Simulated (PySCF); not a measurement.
ClO₂W, charge +1, singlet, at a GFN2-xTB geometry (such geometries of metal compounds can be far from the true shape) (the multiplicity is a formal guess) (core potentials on W).

Here is a job for PySCF.
```python
from pyscf import gto, scf, dft

mol = gto.Mole()
mol.atom = '''
    W     0.18341371    0.00795927    0.24191020
    O     1.44790089   -0.79847499   -0.57203555
    O    -0.79540581   -1.06509520    1.13758770
    Cl   -1.10544559    0.84232796   -1.31916307
'''
mol.basis = 'def2-svp'
mol.ecp = {'W': 'def2-svp'}
mol.charge = 1
mol.verbose = 5
mol.build()

mf = dft.RKS(mol)
mf.xc = 'tpss'
mf.kernel()
```

Q: What does this run give for the number of basis functions, Mulliken (on the basis functions themselves) charges in atom order, HOMO-LUMO gap, nuclear repulsion energy?

A: 
- number of basis functions: 78
- Mulliken (on the basis functions themselves) charges in atom order: W1 1.29, O2 -0.16, O3 -0.16, Cl4 0.03
- HOMO-LUMO gap: 2.47 eV
- nuclear repulsion energy: 184.9889 Eh
